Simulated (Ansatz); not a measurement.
`O[Si](O)(O)[SeH]` + `CCS` → `CCS[Si](O)(O)O` + H₂Se  (ligand exchange at the Si–Se bond)

Computed with Ansatz on PBE0-D4/def2-TZVP structures; ΔE is electronic, products minus reactants. CCSD(T)/CBS is the MP2 limit (def2-TZVPP, def2-QZVPP) plus CCSD(T) − MP2 in def2-TZVPP, frozen cores. Functionals use def2-TZVPP. For Se outer-core shells are correlated without core-valence functions, which leaves a few kJ/mol of doubt a bond. Scalar relativity is left out up to krypton. One conformer a species, not always the lowest.

```json
{"level": "r2SCAN-D4", "ΔE (kJ/mol)": "-3.8"}
{"level": "ωB97X-V", "ΔE (kJ/mol)": "-3.4"}
{"level": "PBE", "ΔE (kJ/mol)": "1.5"}
{"level": "MP2/def2-TZVPP", "ΔE (kJ/mol)": "-2.2"}
{"level": "CCSD/def2-TZVPP", "ΔE (kJ/mol)": "-1.3"}
{"level": "CCSD(T)/def2-TZVPP", "ΔE (kJ/mol)": "-3.2"}
{"level": "MP2/def2-QZVPP", "ΔE (kJ/mol)": "-1.0"}
{"level": "SCS-MP2/def2-QZVPP", "ΔE (kJ/mol)": "-0.2"}
```

(1) What does CCSD(T)/CBS give? (Estimate.)

Largest T1 diagnostic among the species: 0.011.

## Answers

(1) Ansatz gave: -1.2 kJ/mol. The listed levels differ from it by -2.6, -2.2, 2.7, -1.0, -0.1, -2.0, 0.2, 1.0 kJ/mol.

The D4 term adds −7.1 kJ/mol with B3LYP and −4.5 kJ/mol with PBE0; it sums over pairs of atoms, weighted by their polarisabilities, and B3LYP, whose exchange is more repulsive, gets the larger term. In def2-TZVPP, CCSD(T) changes the Hartree–Fock value by −7.4 kJ/mol (the triples alone add −1.8 kJ/mol) and MP2 by −6.4 kJ/mol.

B3LYP here is the variant with VWN-RPA as its local correlation; programs differ in this.
